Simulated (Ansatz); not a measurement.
Program: Ansatz. Geometries: PBE0-D4/def2-TZVP. ΔE: electronic, gas phase. CBS: MP2 limit from def2 TZ/QZ plus the TZ coupled-cluster correction, frozen cores. This one scheme is used for every species. Functionals use def2-TZVPP. B3LYP here is the variant with VWN-RPA as its local correlation; programs differ in this. Each species was taken in one conformer, which may not be the lowest.

`B[NH][Al]([CH3])[CH3]` + HCl → `[CH3][Al]([CH3])[Cl]` + `BN`  (ligand exchange at the Al–N bond)

```tsv
level	ΔE (kJ/mol)	difference from CCSD(T)/CBS
PBE-D4	-95.1	-3.5
B3LYP-D4	-93.5	-1.9
ωB97X-V	-94.9	-3.3
B2PLYP	-95.2	-3.6
PBE	-98.1	-6.5
r2SCAN	-97.9	-6.3
PBE0	-99.5	-7.9
B3LYP	-98.0	-6.4
HF/def2-TZVPP	-103.0	-11.4
MP2/def2-TZVPP	-90.7	0.9
SCS-MP2/def2-TZVPP	-89.9	1.7
CCSD/def2-TZVPP	-89.4	2.2
HF/def2-QZVPP	-102.0	-10.4
SCS-MP2/def2-QZVPP	-91.9	-0.3
MP2/CBS(def2)	-94.2	-2.6
CCSD/CBS(def2)	-93.0	-1.4
CCSD(T)/CBS	-91.6	0
```

Largest T1 diagnostic among the species: 0.012.

In def2-TZVPP, CCSD(T) changes the Hartree–Fock value by +14.9 kJ/mol (the triples alone add +1.3 kJ/mol) and MP2 by +12.3 kJ/mol. The D4 term adds +4.5 kJ/mol with B3LYP and +2.7 kJ/mol with PBE0; it sums over pairs of atoms, weighted by their polarisabilities, and B3LYP, whose exchange is more repulsive, gets the larger term.
